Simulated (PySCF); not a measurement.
An excited-state job on `[SiH3][NH][GeH3]`.

Method: TDDFT PBE0/def2-SVPD, vertical, gas phase, core orbitals frozen in the response (PySCF 2.14.0, density-fitted response routines). Geometry: PBE0-D3(BJ)/def2-SVP. The input is one job of a driver script: a line of settings, then coordinates in Å.

Input:
```
{"job": {"kind": "uv", "xc": "PBE0", "basis": "def2-SVPD", "ip": true}, "charge": 0, "multiplicity": 1}
Si     1.553614     0.261812     0.256618
N      0.148878    -0.370033    -0.541240
Ge    -1.614542    -0.154681    -0.065748
H      2.678567    -0.723332     0.191456
H      2.067564     1.548380    -0.319984
H      1.183035     0.513860     1.681664
H      0.287913    -0.750496    -1.473206
H     -2.383977    -1.425863    -0.472206
H     -2.262293     1.064139    -0.760068
H     -1.640991     0.045513     1.457645
```

Output:
```
coarse grid: 36256 points
cycle   1  E = -2424.5805598782  dE = -6.985e-01  |g| = 5.234e-01  |ddm| = 3.547e+00
cycle   2  E = -2424.5234578981  dE =  5.710e-02  |g| = 7.312e-01  |ddm| = 1.130e+00
cycle   3  E = -2424.6227360902  dE = -9.928e-02  |g| = 9.472e-02  |ddm| = 7.201e-01
cycle   4  E = -2424.6246742527  dE = -1.938e-03  |g| = 1.989e-02  |ddm| = 1.140e-01
cycle   5  E = -2424.6247230754  dE = -4.882e-05  |g| = 2.846e-03  |ddm| = 2.284e-02
cycle   6  E = -2424.6247256134  dE = -2.538e-06  |g| = 4.639e-04  |ddm| = 5.536e-03
final grid: 73560 points
cycle   7  E = -2424.6247089984  dE = -6.418e-08  |g| = 3.391e-04  |ddm| = 3.226e-03
cycle   8  E = -2424.6247090123  dE = -1.390e-08  |g| = 2.997e-04  |ddm| = 1.068e-03
cycle   9  E = -2424.6247090351  dE = -2.282e-08  |g| = 5.021e-05  |ddm| = 4.176e-04
cycle  10  E = -2424.6247090354  dE = -3.110e-10  |g| = 5.650e-06  |ddm| = 5.010e-05
converged SCF energy = -2424.6247090354

Static polarisability (au): isotropic 67.877, principal 61.372 62.404 79.855

Singlet excitations
state   eV       nm        f      main configurations
  1   5.7510    215.6   0.00395   H->L 0.99
  2   6.5463    189.4   0.03399   H->L+1 0.96
  3   6.9824    177.6   0.00236   H->L+2 0.92
  4   7.2327    171.4   0.01120   H->L+3 0.92
  5   7.4175    167.2   0.01416   H->L+4 0.64, H->L+5 0.29
  6   7.5293    164.7   0.00574   H->L+5 0.64, H->L+4 0.28
  7   7.7705    159.6   0.02006   H->L+6 0.90
  8   7.9176    156.6   0.00142   H-1->L 0.97
  9   7.9971    155.0   0.01655   H->L+7 0.89
 10   8.1793    151.6   0.00134   H-2->L 0.87

Triplet excitations (Tamm-Dancoff, eV): 5.3878 6.2833 6.6959 7.0430
Vertical ionisation energy (delta-SCF) = 9.2020 eV
```

The SCF starts on a coarse grid where the log names one; the energy can jump when the final grid takes over, and dE then counts from the start density on the new grid. H and L stand for HOMO and LUMO; the number after each pair is its weight.

Question: Which computed singlet has the largest oscillator strength, and what do all of them sum to?

Answer: State 2 at 6.55 eV (189 nm), f = 0.034; the 10 states sum to 0.111.

Main results: HOMO -7.26 eV, LUMO -0.13 eV; lowest singlet 5.75 eV; lowest triplet 5.39 eV (Tamm–Dancoff); mean polarisability 67.9 au.

 The PBE0/def2-SVPD calculation is non-relativistic and has no spin–orbit coupling, an omission that weighs most on germanium.

Question: How long does this job take on one thread of an Arm Neoverse V1 (shared host)?

Answer: About 20 s.
Labels such as C1 count atoms from 1, the log's own numbers from 0.
